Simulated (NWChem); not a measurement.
Species: C$_{2}$H$_{3}$BrCl$_{2}$Si; SMILES Br[Si](C=C)(Cl)Cl

```xyz
9

C     -2.7845     0.5517     0.0285
C     -1.9965    -0.5280     0.0255
Si    -0.1509    -0.4779     0.0022
Cl     0.5623    -1.4491    -1.6630
Cl     0.6031    -1.4492     1.6493
Br     0.5951     1.6047    -0.0074
H     -2.3737     1.5670     0.0176
H     -3.8760     0.4640     0.0422
H     -2.4510    -1.5277     0.0372
```
Atoms are numbered in this order, from 1.

Computed with NWChem. Geometry optimised at PBE0/def2-SVP; all other runs use it. This build's default masses of Se (78.918 u) and Br (79.917 u) are each other's, which moves their modes by up to 0.6 %.

```
quantity                                                      level       value
-----------------------------------------  ------------------------  ----------
isotropic polarisability (bohr³), static        CAM-B3LYP/def2-SVPD        95.6
vertical, lowest excitation, singlet (eV)  CAM-B3LYP/def2-SVPD, TDA        6.77
vertical ionisation energy, ΔSCF (eV)            CAM-B3LYP/def2-SVP  (withheld)
dipole in solution (D) in water                  PBE0/def2-SVP, SMD  (withheld)
dipole (D)                                            PBE0/def2-SVP  (withheld)
highest harmonic frequency (cm⁻¹)                     PBE0/def2-SVP        3253
```

Question: What belongs in the gaps?

Answer: 
- vertical ionisation energy, ΔSCF (eV), value: 10.64
- dipole in solution (D) in water, value: 2.92
- dipole (D), value: 2.22
